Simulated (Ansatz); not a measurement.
Two isomers of C2H6AlFSi: A = `F[CH]1[CH2][Al]1[SiH3]`, B = `F/[C]([AlH2])=C\[SiH3]`.

Program: Ansatz. Geometries: PBE0-D4/def2-TZVP. ΔE: electronic, gas phase. CCSD(T)/CBS is the MP2 limit (def2-TZVPP, def2-QZVPP) plus CCSD(T) − MP2 in def2-TZVPP, frozen cores. Functionals use def2-TZVPP. B3LYP here is the variant with VWN-RPA as its local correlation; programs differ in this.

Problem. Which isomer does CCSD(T)/CBS put lower? Give the gap. (Best estimate.)

Solution. Ansatz gave: B, by 20.6 kcal/mol.

Problem. Give E(B) − E(A) in kcal/mol with CCSD/def2-TZVPP, B3LYP, ωB97M-V, HF/def2-TZVPP, B2PLYP, CCSD(T)/def2-TZVPP, B3LYP-D4. (An estimate is asked.)

Solution. Computed: CCSD/def2-TZVPP -21.7, B3LYP -21.3, ωB97M-V -21.5, HF/def2-TZVPP -30.5, B2PLYP -21.8, CCSD(T)/def2-TZVPP -21.1, B3LYP-D4 -22.5. None reverses the order clearly.

Largest T1 diagnostic: 0.014.

In def2-TZVPP, CCSD(T) changes the Hartree–Fock value by +9.4 kcal/mol (the triples alone add +0.6 kcal/mol) and MP2 by +9.4 kcal/mol. From PBE to PBE0 (25 % exact exchange), in def2-TZVPP and without D4, E(B) − E(A) moves by −1.1 kcal/mol.
